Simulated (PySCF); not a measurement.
In(H)(Et)(OH) (C2H7InO), SMILES C[CH2][InH][OH]. Atoms are numbered in the order given.

```xyz
11

In    -0.2835    -0.5400     0.0000
H     -1.1893    -2.0087     0.0000
C     -0.7019     1.6097     0.0000
C      0.5647     2.4673     0.0000
H     -1.3305     1.8164    -0.8818
H     -1.3305     1.8164     0.8818
H      1.1916     2.2765     0.8866
H      1.1916     2.2765    -0.8866
H      0.3266     3.5457     0.0000
O      1.7007    -0.9470     0.0000
H      2.2473    -0.1494     0.0000
```

The structure is a stationary point at B3LYP-D3(BJ)/def2-SVP. The structure was generated by enumeration; whether it is a known compound was not checked. The def2 effective core potentials stand for the cores of In; spin–orbit coupling is left out. Other conformers were not sampled.

All values below come from M06-2X/def2-TZVP run with PySCF.

ESP charges are fitted to the potential on shells at 1.4 to 2.0 van der Waals radii. Atomic charges (e):

| atom | Mulliken | ESP fit |
|---|---|---|
| In1 | 0.81 | 0.82 |
| H2 | -0.08 | -0.22 |
| C3 | -0.57 | -0.34 |
| C4 | -0.47 | 0.15 |
| H5 | 0.16 | 0.05 |
| H6 | 0.16 | 0.05 |
| H7 | 0.15 | -0.03 |
| H8 | 0.15 | -0.03 |
| H9 | 0.15 | -0.02 |
| O10 | -0.78 | -0.78 |
| H11 | 0.31 | 0.34 |
